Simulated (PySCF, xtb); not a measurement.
B(Me)(OMe)(SMe) (C₃H₉BOS), SMILES COB(C)SC.

GFN2-xTB run with xtb at its own geometry gives an orbital gap of 4.73 eV and a dipole moment of 3.59 D.

Geometry optimised at PBE0-D3(BJ)/def2-SVP. One conformer was computed; it need not be the lowest.

Task: What does M06-2X/def2-TZVP run with PySCF give? (An estimate is asked for; the answer gives what the named calculation found.)

Result: gap 9.29 eV (levels -7.98 and 1.31 eV), dipole 2.12 D.
